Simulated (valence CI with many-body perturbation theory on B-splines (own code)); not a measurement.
E1 line list for Gd32+

Level of theory: configuration interaction combined with many-body perturbation theory (CI+MBPT): four valence electrons over a frozen Dirac-Fock core [Ar] 3d10, radial functions for each j: 11 s, 11 p, 10 d, 8 f, 5 g, 2 h, with the one-electron correlation potential Σ1, the two-electron term Σ2, the three-electron term Σ3, Breit, model QED; selected CI, second order for the rest, scaled by the run's own slope (own B-spline code, finite nucleus).

The last digits are not significant, and no measured levels were compared; by estimate large intervals hold to a few tenths of a per cent, small ones and those within an open d or f shell to about a per cent. Among the levels kept, up to 370 cm⁻¹ of a level comes from second order outside the variational space, and about a tenth of that is noise between levels of different J, which matters for small intervals.

Lines 1 to 50 of 578 in falling wavelength, among levels below 31.534 Ry, chosen from the strongest by gf and those to the six lowest levels. Wavelengths and rates use the calculated energies. Electric multipoles are in the length gauge with retardation, E1 and E2 with the static RPA response of the core. Weak lines are less certain than strong ones. Lines between different terms over intervals too small for the method are left out, as are lines whose strength nearly cancels. The highest levels of a list are the least certain.

Levels are named by their leading jj configuration (3d3/2^4 stands for four electrons in 3d with j = 3/2), which in mixed levels can hold well under half, so a name can repeat and another be missing. Letters in brackets count levels of one name in rising energy.

```tsv
λ vac (nm)	Upper	Lower	A (s⁻¹)	S (a.u.)
48.42	(4s 4p1/2^2 4p3/2) J=2	(4s^2 4p3/2^2) J=2	6.51e+06	1.82e-03
41.61	(4s 4p1/2^2 4p3/2) J=1	(4s^2 4p3/2^2) J=0	8.63e+06	9.21e-04
33.19	(4s 4p1/2^2 4p3/2) J=1	(4s^2 4p3/2^2) J=2	7.29e+07	3.95e-03
21.22	(4p1/2 4p3/2^2 4d5/2) J=5	(4s^2 4d5/2^2) J=4	2.25e+09	1.16e-01
20.59	(4s 4p1/2 4p3/2 4f7/2) J=5 [c]	(4s^2 4p3/2 4f5/2) J=4	2.85e+09	1.35e-01
19.89	(4s 4p1/2 4p3/2^2) J=2 [a]	(4s^2 4p3/2^2) J=2	8.91e+08	1.73e-02
19.65	(4p1/2^2 4p3/2 4d3/2) J=3	(4s 4p1/2 4p3/2 4d3/2) J=2 [d]	4.00e+09	1.05e-01
19.56	(4s 4p1/2 4p3/2 4d5/2) J=4 [b]	(4s^2 4p3/2 4d5/2) J=3	4.33e+09	1.44e-01
19.52	(4s 4p1/2 4d3/2 4d5/2) J=5	(4s 4p3/2^2 4d5/2) J=4 [b]	6.37e+09	2.57e-01
19.50	(4s 4p1/2 4p3/2 4f7/2) J=6	(4s^2 4p3/2 4f7/2) J=5	5.14e+09	2.45e-01
19.26	(4s 4p1/2^2 4f7/2) J=4	(4s^2 4p1/2 4f7/2) J=3	4.13e+09	1.31e-01
18.67	(4s 4p1/2 4p3/2 4f7/2) J=5 [a]	(4s^2 4d3/2 4d5/2) J=4	4.01e+09	1.42e-01
18.40	(4s 4p1/2^2 4f7/2) J=4	(4s^2 4p1/2 4f7/2) J=4	4.40e+09	1.22e-01
18.19	(4s 4p1/2 4p3/2 4d5/2) J=5	(4s^2 4p3/2 4d5/2) J=4	7.02e+09	2.30e-01
18.19	(4s 4p1/2^2 4p3/2) J=2	(4s^2 4p1/2 4p3/2) J=2	4.64e+09	6.88e-02
18.05	(4p1/2 4p3/2^2 4d3/2) J=4	(4s 4p3/2^2 4d3/2) J=4	3.86e+09	1.01e-01
17.96	(4s 4p1/2 4p3/2^2) J=3	(4s^2 4p3/2^2) J=2	6.50e+09	1.30e-01
17.76	(4p1/2^2 4p3/2 4d5/2) J=3	(4s 4p1/2 4p3/2 4d5/2) J=3 [d]	7.07e+09	1.37e-01
17.45	(4s^2 4p1/2 4d3/2) J=2	(4s^2 4p3/2^2) J=2	1.14e+09	1.49e-02
17.35	(4s 4p1/2 4p3/2^2) J=1 [a]	(4s^2 4p3/2^2) J=0	2.14e+09	1.65e-02
17.32	(4s 4p1/2^2 4p3/2) J=2	(4s^2 4p1/2 4p3/2) J=1	6.57e+09	8.43e-02
17.31	(4p1/2^2 4p3/2 4d5/2) J=4	(4s 4p1/2 4p3/2 4d5/2) J=4 [c]	7.29e+09	1.68e-01
17.30	(4p1/2^2 4p3/2 4d5/2) J=4	(4s 4p1/2 4p3/2 4d5/2) J=3 [c]	9.54e+09	2.19e-01
16.84	(4p1/2 4p3/2^2 4d5/2) J=3 [c]	(4s 4p3/2^2 4d5/2) J=2 [b]	5.88e+09	9.69e-02
16.57	(4s 4p1/2^2 4d3/2) J=2	(4s^2 4p1/2 4d3/2) J=2	8.15e+09	9.16e-02
16.45	(4p1/2^2 4p3/2 4d3/2) J=3	(4s 4p1/2 4p3/2 4d3/2) J=3 [c]	6.09e+09	9.37e-02
16.32	(4s 4p1/2 4d5/2^2) J=4 [b]	(4s^2 4d5/2^2) J=4	5.30e+09	1.02e-01
16.23	(4s 4p1/2 4p3/2^2) J=1 [b]	(4s^2 4p3/2^2) J=0	6.55e+09	4.15e-02
16.18	(4p1/2 4p3/2^3) J=1	(4s 4p3/2^3) J=2	1.37e+10	8.57e-02
15.73	(4s 4p1/2 4d3/2 4d5/2) J=5	(4s 4p3/2^2 4d5/2) J=5	5.92e+09	1.25e-01
15.69	(4s 4p1/2 4p3/2^2) J=1 [a]	(4s^2 4p3/2^2) J=2	5.46e+09	3.12e-02
15.67	(4s 4p1/2^2 4d5/2) J=2	(4s^2 4p1/2 4d5/2) J=3	1.18e+10	1.12e-01
15.63	(4p1/2^2 4p3/2 4d5/2) J=3	(4s 4p1/2 4p3/2 4d5/2) J=4 [b]	2.00e+10	2.64e-01
15.51	(4s 4p1/2^2 4p3/2) J=1	(4s^2 4p1/2 4p3/2) J=2	1.60e+10	8.87e-02
15.38	(4p1/2 4p3/2^2 4d5/2) J=4 [a]	(4s 4p3/2^2 4d5/2) J=5	6.89e+09	1.11e-01
15.36	(4p1/2 4p3/2^2 4d5/2) J=3 [a]	(4s 4p3/2^2 4d5/2) J=4 [a]	1.68e+10	2.10e-01
15.27	(4p1/2 4p3/2^2 4d3/2) J=3	(4s 4p3/2^2 4d3/2) J=4	6.89e+09	8.49e-02
15.21	(4s 4p1/2 4p3/2 4d5/2) J=3 [c]	(4s^2 4p3/2 4d5/2) J=4	1.15e+10	1.39e-01
15.20	(4s 4p1/2 4p3/2 4d5/2) J=4 [c]	(4s^2 4p3/2 4d5/2) J=4	7.96e+09	1.24e-01
15.09	(4p1/2 4p3/2^2 4d5/2) J=4 [b]	(4s 4p3/2^2 4d5/2) J=5	7.52e+09	1.15e-01
14.98	(4p1/2^2 4p3/2 4d5/2) J=2	(4s 4p1/2 4p3/2 4d5/2) J=3 [a]	2.77e+10	2.30e-01
14.93	(4p1/2^2 4p3/2 4d3/2) J=3	(4s 4p1/2 4p3/2 4d5/2) J=4 [a]	7.37e+09	8.48e-02
14.92	(4s^2 4p1/2 4d3/2) J=1	(4s^2 4p3/2^2) J=0	6.72e+08	3.30e-03
14.88	(4p1/2^2 4p3/2 4d5/2) J=2	(4s 4p1/2 4p3/2 4d5/2) J=2 [b]	1.48e+10	1.20e-01
14.88	(4s 4p1/2^2 4p3/2) J=1	(4s^2 4p1/2 4p3/2) J=1	3.45e+09	1.68e-02
14.88	(4p1/2 4p3/2^2 4d5/2) J=4 [a]	(4s 4p3/2^2 4d5/2) J=4 [a]	8.43e+09	1.23e-01
14.77	(4s 4p1/2 4p3/2^2) J=1 [b]	(4s^2 4p3/2^2) J=2	2.60e+09	1.24e-02
14.74	(4p1/2^2 4p3/2^2) J=2	(4s 4p1/2 4p3/2^2) J=3	2.49e+10	1.97e-01
14.71	(4s 4p1/2 4p3/2^2) J=2 [b]	(4s^2 4p3/2^2) J=2	7.56e+09	5.95e-02
14.58	(4p1/2^2 4p3/2 4d5/2) J=4	(4s 4p1/2 4p3/2 4d5/2) J=5	3.51e+10	4.83e-01
```
